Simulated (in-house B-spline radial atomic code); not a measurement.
Results of a calculation; reference values are marked as such.
Two electrons in Ge: a spherical dot of radius 83.5 nm with hard walls with a doubly ionised double donor at its centre

For Ge the NSM archive of the Ioffe Institute lists m_l = 1.6 m0, m_t = 0.08 m0 and ε = 16.2; the model takes one isotropic valley with the conductivity mass 3/(1/m_l + 2/m_t) = 0.117 m0, and so misses anisotropy and the other valleys. All triplets below are those of one valley; with several valleys two electrons can form a triplet in the 1s orbital itself, at an energy set by the valley splitting. Real donors also feel a central-cell potential, which shifts the ground state; some double donors stay shallow and helium-like, others are deep centres that this model can't describe.

Effective-mass model with parabolic bands, a uniform dielectric constant, no image charges, no central-cell or spin-orbit terms. Two-electron levels come from full CI in B-splines with partial waves to l = 5 (up to 0.001 effective hartree above the limit).

What are the effective units, and what is the potential in them?

Ha* = 27211.386 meV × 0.117/16.2² = 12.13 meV and a* = 0.0529177 nm × 16.2/0.117 = 7.327 nm. The radius is R = 11.4 a*, with −2/r added.

In these units the lowest s and p orbitals lie at -2.0000 and -0.5000, and their Coulomb and exchange integrals are J_ss = 1.2500, J_sp = 0.4856 and K_sp = 0.03414. Full CI gives -2.9035 for the ground singlet, -2.1314 for the sp triplet, -2.1211 for the sp singlet and -2.1744 for the lowest triplet of two s orbitals.

What does it cost to add the second electron, to first order and exactly?

To first order E = 2ε_s + J_ss = -2.7500, so the charging energy E(2) − 2E(1) is J_ss = 15.16 meV. CI gives -2.9035 − 2 × (-2.0000) = 1.0965, or 13.3 meV: relaxation and correlation lower it by 1.862 meV, 12.3 % of J_ss. The s² configuration of one-electron orbitals holds 92.5 % of the state, and the mean radius is 6.81 nm.

How far above the singlet do the triplets lie?

To first order the sp triplet lies at ε_s + ε_p + J_sp − K_sp = -2.0485, which is 8.51 meV above 2ε_s + J_ss. CI gives -2.1314 − (-2.9035) = 0.7721, or 9.367 meV, 51 % of the orbital spacing of 18.2 meV. The ss triplet lies 8.845 meV up, so the lower of the two is the ss one, and its gap equals k_BT at 103 K. The sp singlet-triplet splitting is 0.1246 meV, against 2K_sp = 0.8284 meV.
